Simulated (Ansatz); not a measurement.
Geometry optimisation, Ansatz 0.2.0, RHF/def2-SVP.

Input file:

```yaml
crystal:
  periodic: [false, false, false]
  atoms:
    - { symbol: In, position_ang: [0.187088, 0.594994, -0.599884] }
    - { symbol: O, position_ang: [-0.030521, 0.103364, 2.53365] }
    - { symbol: H, position_ang: [-0.770954, 0.006886, 3.115053] }
    - { symbol: Cl, position_ang: [2.078192, -0.32367, -1.63428] }
    - { symbol: Cl, position_ang: [-1.861681, -0.196157, -1.428082] }
    - { symbol: H, position_ang: [0.263399, 1.858136, 0.614965] }
    - { symbol: H, position_ang: [0.001178, 1.040248, 2.28238] }
basis:
  gaussian: { orbitals: def2-SVP }
hamiltonian:
  xc: hf
relax:
  f_tol: 0.03
  max_steps: 50
output:
  orbitals: {}
```

Command:

```bash
$ ansatz run input.yaml --threads 1 --pin off --max-ram 2048MiB --backend cpu --events-out ev --progress --plain --runs-dir out
```

Question: Where does it end, and by what steps?

Answer: The forces met the threshold. The force dipped under the threshold on the way, but the program's further checks kept it going. After 23 steps the energy has fallen by 0.811 eV; H6 moved furthest, 1.31 Å. Joined: In1–O2 (3.18 → 2.34 Å).

```json
{"step": "0", "energy less start (eV)": "0.0000", "largest force component (eV/Å)": "1.345", "accepted": "yes"}
{"step": "1", "energy less start (eV)": "-0.1156", "largest force component (eV/Å)": "2.480", "accepted": "yes"}
{"step": "2", "energy less start (eV)": "-0.0595", "largest force component (eV/Å)": "3.526", "accepted": "no"}
{"step": "3", "energy less start (eV)": "-0.2023", "largest force component (eV/Å)": "1.870", "accepted": "yes"}
{"step": "4", "energy less start (eV)": "-0.2842", "largest force component (eV/Å)": "1.417", "accepted": "yes"}
{"step": "5", "energy less start (eV)": "-0.4029", "largest force component (eV/Å)": "1.066", "accepted": "yes"}
{"step": "6", "energy less start (eV)": "-0.5172", "largest force component (eV/Å)": "1.583", "accepted": "yes"}
{"step": "7", "energy less start (eV)": "-0.6073", "largest force component (eV/Å)": "1.191", "accepted": "yes"}
{"step": "8", "energy less start (eV)": "-0.6921", "largest force component (eV/Å)": "0.258", "accepted": "yes"}
{"step": "9", "energy less start (eV)": "-0.7133", "largest force component (eV/Å)": "0.080", "accepted": "yes"}
{"step": "10", "energy less start (eV)": "-0.7185", "largest force component (eV/Å)": "0.752", "accepted": "yes"}
{"step": "11", "energy less start (eV)": "-0.7287", "largest force component (eV/Å)": "0.135", "accepted": "yes"}
{"step": "12", "energy less start (eV)": "-0.7379", "largest force component (eV/Å)": "0.110", "accepted": "yes"}
{"step": "13", "energy less start (eV)": "-0.7378", "largest force component (eV/Å)": "0.891", "accepted": "no"}
{"step": "14", "energy less start (eV)": "-0.7446", "largest force component (eV/Å)": "0.104", "accepted": "yes"}
{"step": "15", "energy less start (eV)": "-0.7492", "largest force component (eV/Å)": "0.594", "accepted": "yes"}
{"step": "16", "energy less start (eV)": "-0.7679", "largest force component (eV/Å)": "0.177", "accepted": "yes"}
{"step": "17", "energy less start (eV)": "-0.7868", "largest force component (eV/Å)": "0.202", "accepted": "yes"}
{"step": "18", "energy less start (eV)": "-0.8015", "largest force component (eV/Å)": "0.114", "accepted": "yes"}
{"step": "19", "energy less start (eV)": "-0.8022", "largest force component (eV/Å)": "0.183", "accepted": "yes"}
{"step": "20", "energy less start (eV)": "-0.8103", "largest force component (eV/Å)": "0.022", "accepted": "yes"}
{"step": "21", "energy less start (eV)": "-0.8054", "largest force component (eV/Å)": "0.586", "accepted": "no"}
{"step": "22", "energy less start (eV)": "-0.8110", "largest force component (eV/Å)": "0.067", "accepted": "yes"}
{"step": "23", "energy less start (eV)": "-0.8114", "largest force component (eV/Å)": "0.003", "accepted": "yes"}
```

```xyz
7
Properties=species:S:1:pos:R:3
In 0.073 0.928 -0.255
O -0.141 0.419 2.021
H -0.929 -0.081 2.205
Cl 2.050 -0.392 -0.344
Cl -1.893 -0.344 -0.680
H 0.110 2.630 -0.426
H 0.595 -0.076 2.363
```

Run time: 68 s on 1 thread of Arm Neoverse V1 (shared host), peak memory 0.19 GiB.
